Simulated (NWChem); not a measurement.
Species: trigermane (Ge3H8); SMILES [GeH3][GeH2][GeH3]

Q: Give the equilibrium geometry at PBE0/def2-SVP (NWChem) as an XYZ file, with the point group.

A: point group C2v; any orientation.
```
11

Ge     0.4332    -2.0064    -0.0109
Ge    -0.9312    -0.0001     0.0158
Ge     0.4332     2.0063    -0.0005
H     -0.4490    -3.2692    -0.0033
H      1.3153    -2.0290    -1.2737
H      1.3503    -2.0383     1.2264
H     -1.8220    -0.0035     1.2759
H     -1.8613     0.0032    -1.2156
H      1.3114     2.0380    -1.2657
H      1.3541     2.0293     1.2342
H     -0.4489     3.2690     0.0190
```
